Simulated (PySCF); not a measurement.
Molfile (atoms numbered from 1):
```
C4H8F3NSi2
     RDKit          3D

 18 18  0  0  0  0  0  0  0  0999 V2000
    4.2167   -1.1990    0.9436 F   0  0  0  0  0  0  0  0  0  0  0  0
    3.2759   -0.6984    0.1883 C   0  0  0  0  0  0  0  0  0  0  0  0
    3.7429   -0.3242   -0.9779 F   0  0  0  0  0  0  0  0  0  0  0  0
    1.9902   -0.5746    0.5371 C   0  0  0  0  0  0  0  0  0  0  0  0
    1.6512   -1.0139    1.7669 F   0  0  0  0  0  0  0  0  0  0  0  0
    0.5908    0.1463   -0.4943 Si  0  0  2  0  0  4  0  0  0  0  0  0
   -0.4574    1.2827    0.5874 C   0  0  0  0  0  0  0  0  0  0  0  0
   -1.9377    1.1247    0.1896 C   0  0  0  0  0  0  0  0  0  0  0  0
   -2.2240   -0.6766   -0.3167 Si  0  0  0  0  0  4  0  0  0  0  0  0
   -0.6140   -1.0410   -0.8934 N   0  0  0  0  0  0  0  0  0  0  0  0
    1.2349    0.7819   -1.6817 H   0  0  0  0  0  0  0  0  0  0  0  0
   -0.1231    2.3318    0.5507 H   0  0  0  0  0  0  0  0  0  0  0  0
   -0.2984    0.9403    1.6249 H   0  0  0  0  0  0  0  0  0  0  0  0
   -2.1633    1.7477   -0.6929 H   0  0  0  0  0  0  0  0  0  0  0  0
   -2.6193    1.4573    0.9888 H   0  0  0  0  0  0  0  0  0  0  0  0
   -3.2605   -0.8260   -1.3863 H   0  0  0  0  0  0  0  0  0  0  0  0
   -2.6458   -1.5450    0.8299 H   0  0  0  0  0  0  0  0  0  0  0  0
   -0.3890   -1.8988   -1.3850 H   0  0  0  0  0  0  0  0  0  0  0  0
  1  2  1  0
  2  3  1  0
  2  4  2  3
  4  5  1  0
  4  6  1  0
  6  7  1  0
  7  8  1  0
  8  9  1  0
  9 10  1  0
 10  6  1  0
  6 11  1  6
  7 12  1  0
  7 13  1  0
  8 14  1  0
  8 15  1  0
  9 16  1  0
  9 17  1  0
 10 18  1  0
M  END
```

Geometry: PBE0-D3(BJ)/def2-SVP; GIAO absolute shieldings from PySCF, gas phase, non-relativistic, averaged over equivalent atoms.

At PBE0/pcSseg-1 (224 basis functions, 110 s wall time on 1 thread of an Arm Neoverse N1, shared host):
```
atoms  σ (ppm)
   F1    256.1
   F3    294.8
   F5    394.0
   C2     12.9
   C4     50.2
   C8    178.4
   C7    180.0
  Si6    368.0
  Si9    370.2
  N10    247.2
  H11    26.16
  H16    26.34
  H17    26.36
  H13    30.07
  H15    30.11
  H12    30.15
  H14    30.29
  H18    31.20
```

**Question.** What do these become at WP04/pcSseg-1?

**Answer.** 
```csv
atoms,σ at WP04/pcSseg-1,change
F1,256.4,+0.3
F3,293.4,-1.4
F5,376.0,-18.0
C2,-1.7,-14.6
C4,32.6,-17.6
C8,164.3,-14.1
C7,165.7,-14.3
Si6,361.4,-6.6
Si9,363.0,-7.2
N10,236.7,-10.5
H11,27.14,+0.98
H16,27.39,+1.05
H17,27.36,+1.00
H13,30.46,+0.39
H15,30.54,+0.43
H12,30.57,+0.42
H14,30.74,+0.45
H18,31.48,+0.28
```

The largest change is at F5 (vinylic fluorine). Cost: 224 basis functions, 86 s wall time on 1 thread of an Arm Neoverse N1, shared host. The order of the carbon signals is the same at both levels.
